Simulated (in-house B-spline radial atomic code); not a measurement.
Whole-atom quantities along the 8-electron series, configuration [He] 2s2 2p4. Breit and QED terms are first order and not part of the total energy; the density at the nucleus is averaged over the nuclear charge. Computed with an all-electron radial atomic-structure program (B-spline basis): Dirac-Hartree-Fock, average of the configuration, finite nuclei.

| ion | Z | E/Z² (Eh) | Σ<r²> (bohr²) | n(0)/Z³ (bohr⁻³) | Lamb diamagnetic shielding (ppm) | repulsion over attraction | Breit energy (eV) | self-energy (eV) | vacuum polarisation (eV) | Dirac less non-relativistic energy (Eh) |
| --- | --- | --- | --- | --- | --- | --- | --- | --- | --- | --- |
| I45+ | 53 | -1.7054 | 0.078838 | 1.5695 | 3430.1 | 0.029148 | 98.826 | 108.32 | -14.635 | -167.53 |
| Xe46+ | 54 | -1.7098 | 0.075535 | 1.6147 | 3507.44 | 0.028589 | 104.87 | 115.66 | -15.865 | -181.36 |
| Cs47+ | 55 | -1.7142 | 0.072421 | 1.663 | 3585.51 | 0.02805 | 111.16 | 123.37 | -17.18 | -196.07 |
| Ba48+ | 56 | -1.7187 | 0.069483 | 1.7125 | 3664.31 | 0.027528 | 117.72 | 131.46 | -18.582 | -211.7 |
| La49+ | 57 | ? | ? | ? | ? | ? | ? | ? | ? | ? |
| Ce50+ | 58 | ? | ? | ? | ? | ? | ? | ? | ? | ? |
| Pr51+ | 59 | -1.7321 | 0.061598 | 1.8783 | 3905.45 | 0.026063 | 139.01 | 158.16 | -23.375 | -264.52 |
| Nd52+ | 60 | -1.7366 | 0.059243 | 1.9386 | 3987.5 | 0.025605 | 146.67 | 167.92 | -25.187 | -284.26 |

**Question.** Fill in the row of La49+.

**Answer.** E/Z² (Eh): -1.7231; Σ<r²> (bohr²): 0.066707; n(0)/Z³ (bohr⁻³): 1.7654; Lamb diamagnetic shielding (ppm): 3743.89; repulsion over attraction: 0.027024; Breit energy (eV): 124.54; self-energy (eV): 139.95; vacuum polarisation (eV): -20.079; Dirac less non-relativistic energy (Eh): -228.29.

**Question.** Fill in the row of Ce50+.

**Answer.** E/Z² (Eh): -1.7276; Σ<r²> (bohr²): 0.064083; n(0)/Z³ (bohr⁻³): 1.8203; Lamb diamagnetic shielding (ppm): 3824.25; repulsion over attraction: 0.026536; Breit energy (eV): 131.64; self-energy (eV): 148.84; vacuum polarisation (eV): -21.675; Dirac less non-relativistic energy (Eh): -245.88.

**Question.** With what power of Z does the column «Σ<r²> (bohr²)» change over this range?

**Answer.** A fit of the logarithm of its size against log Z from Z = 53 to 60 has slope -2.30. Unscreened non-relativistic hydrogenic orbitals would give -2.
